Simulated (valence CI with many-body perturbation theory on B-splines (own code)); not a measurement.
Br XXI in brief

Computed by relativistic CI+MBPT: five valence electrons over a frozen Dirac-Fock core [Ne], a basis of 9 s, 9 p, 8 d, 6 f, 3 g, 1 h functions for each j, with the one-electron correlation potential Σ1 (screened to all orders), the two-electron term Σ2, the three-electron term Σ3, Breit, model QED; selected single and double excitations, second order for the rest (own B-spline code, finite nucleus).

No measured levels were compared; by estimate levels of excited configurations hold to 0.05 to 0.15 % of their energy, terms of the ground configuration to about 0.5 %. Among the levels kept, up to 450 cm⁻¹ of a level comes from second order outside the variational space, and about a tenth of that is noise between levels of different J, which matters for small intervals.

Names give the largest LS component (configuration and term), which can be under half, so a name can repeat, a term be missing and a line seem to break the LS rules; names also repeat where a configuration has a term twice.

Rates and lifetimes use the calculated energies. Strong lines usually hold to 10 to 20 %, long lifetimes can be off by a factor of two.

Task: What is the ground level?

Result: 3s²3p³ ⁴S°_3/2, composition 72 % 3s²3p³ ⁴S° + 19 % 3s²3p³ ²P° + 7 % 3s²3p³ ²D°, g = 1.783.

Task: How well does LS coupling describe the low levels?

Result: Among the lowest 20 levels the leading LS term, summed over configurations, holds 77 % on average. For single configurations the figures are 69 % in LS and 63 % in jj coupling. Terms mix most in the J = 7/2 level at 756440 cm⁻¹, where the leading one holds 53 %.

Task: Where does the other parity begin?

Result: At 3s3p⁴ ⁴P_5/2, 485500 cm⁻¹.

Task: Name the longest-lived excited levels whose lifetime is computed, and their main decay.

Result: 3s²3p³ ²D°_5/2 at 97149 cm⁻¹ lives 1.17 ms, mostly by M1 to 3s²3p³ ⁴S°_3/2; 3s²3p³ ²D°_3/2 at 71074 cm⁻¹ lives 199 μs, mostly by M1 to 3s²3p³ ⁴S°_3/2; 3s²3p²3d ²G_9/2 at 869790 cm⁻¹ lives 102 μs, mostly by M1 to 3s²3p²3d ⁴F_9/2. The lifetime of 3s²3p²3d ⁴F_9/2 is too uncertain to give, and may be longer.

Task: Among levels below 1149100 cm⁻¹, which E1 lines absorb most strongly from the ground level?

Result: to 3s²3p²3d ⁴P_5/2 at 11.73 nm, f = 0.391; to 3s²3p²3d ⁴P_3/2 at 11.57 nm, f = 0.236; to 3s²3p²3d ⁴P_1/2 at 11.49 nm, f = 0.147.

Task: What is the ionisation energy?

Result: 862.17 eV; NIST lists 870 ± 3 eV (semi-empirical).

Task: What are the static dipole polarisabilities of the lowest levels?

Result: 3s²3p³ ⁴S°_3/2 0.0904 (tensor 0.0022); 3s²3p³ ²D°_3/2 0.0911 (tensor 0.0065); 3s²3p³ ²D°_5/2 0.0916; 3s²3p³ ²P°_1/2 0.0899 bohr³, of which the core gives 0.00137.
